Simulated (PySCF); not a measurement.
# Sn (tin, neutral): PBE0 calculation

Configuration: [Kr] 4d10 5s2 5p2, high-spin 3P determinant. All numbers are calculated (PySCF 2.14, scalar relativity through the core potential, in aug-cc-pVTZ-PP with one added diffuse shell each of d, f type with ECP28MDF (6s5p5d3f, 67 functions)).

```json
{"Total energy": "-214.2588 hartree", "One-electron energy": "-376.1756 hartree", "Hartree (Coulomb) energy": "179.9382 hartree", "Exchange-correlation energy": "-18.0214 hartree", "⟨S²⟩": "2.0033", "⟨L²⟩": "2.009", "Sum of ⟨r⟩": "29.29 bohr", "Sum of ⟨r²⟩": "58.01 bohr²", "Traceless quadrupole moment −½Σ⟨3z² − r²⟩ along its main axis": "4.67 e·bohr²"}
```

| shell | electrons | mean orbital energy (hartree) | spread (hartree) | rms radius, mean of both spins (bohr) |
| --- | --- | --- | --- | --- |
| 4s α | 1 | -5.14766 | 0 | 0.877 |
| 4s β | 1 | -5.14427 | 0 | 0.877 |
| 4p α | 3 | -3.47889 | 0.01081 | 0.952 |
| 4p β | 3 | -3.47534 | 0.01569 | 0.952 |
| 4d α | 5 | -1.04119 | 0.01293 | 1.19 |
| 4d β | 5 | -1.03505 | 0.01864 | 1.19 |
| 5s α | 1 | -0.45284 | 0 | 2.57 |
| 5s β | 1 | -0.39131 | 0 | 2.57 |
| 5p α | 2 | -0.18464 | 0 | 3.44 |

Energies and moments cover only the electrons outside the core potential.
